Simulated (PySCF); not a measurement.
Bond curve of InCl

Set-up: PySCF, scalar-relativistic core potentials, basis sets In cc-pVDZ-PP with ECP28, Cl cc-pV(D+d)Z. Energies in eV from In + Cl in their ground configurations at the same level. State: ¹Σ⁺ (singlet), closed shell.

```csv
R (Å),PBE
2.103,-3.661
2.200,-4.182
2.298,-4.473
2.372,-4.582
2.445,-4.622
2.518,-4.610
2.616,-4.535
2.738,-4.377
2.885,-4.135
3.081,-3.777
```

Q: Put a parabola through the three lowest points of the PBE curve and estimate Re, k and ωe (reduced mass 26.81 u; 1 eV/Å² = 0.16022 mdyn/Å; ωe = 1302.8·√(k/μ) cm⁻¹).

A: Through R = 2.372, 2.445, 2.518 Å the second-order coefficient is 4.88 eV/Å², so Re ≈ 2.465 Å, k ≈ 1.56 mdyn/Å and ωe ≈ 315 cm⁻¹. A polynomial fit of higher order to the unrounded PBE energies gives Re = 2.462 Å, k = 1.45 mdyn/Å, ωe = 303 cm⁻¹; anharmonicity and rounding make the difference.

The higher-order fit for each curve: PBE: Re = 2.462 Å, ωe = 303 cm⁻¹, De = 4.62 eV.

Spin–orbit coupling is left out, which matters for elements this heavy, above all for dissociation energies.
